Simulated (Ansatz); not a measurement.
Species: TeCl2, net charge 0, singlet state. 
Geometry from a B3LYP-D3(BJ)/def2-TZVP (Ansatz, a first-principles code) optimisation:
SMILES: Cl[Te]Cl
```xyz
3

Te     0.0013    -0.0066     0.6001
Cl     1.1468     1.3851    -0.9052
Cl    -1.1508    -1.3649    -0.9305
```

Basis-set convergence of Hartree-Fock and MP2 correlation energies (hartree) with Ansatz. Cores are frozen in the correlated levels unless marked. Spin-orbit coupling is left out. The frozen core is the preceding noble-gas configuration, with the filled d and f shells of earlier blocks. Past Kr the def2 sets carry scalar-relativistic core potentials.

```
basis       functions        E(HF)  E(corr, MP2)
----------  ---------  -----------  ------------
def2-SVP           62  -1185.71818      -0.35586
def2-TZVPP        134  -1186.05567      -0.50442
def2-QZVPP        222  -1186.08575      -0.56027
```

Extrapolating the two largest sets (X = 3 and 4) as X^-3: E(corr) = (64·(-0.56027) - 27·(-0.50442))/37 = -0.6010 Eh, an estimate of the basis-set limit. The largest set recovers 93.2 % of it, the smallest 59.2 %.
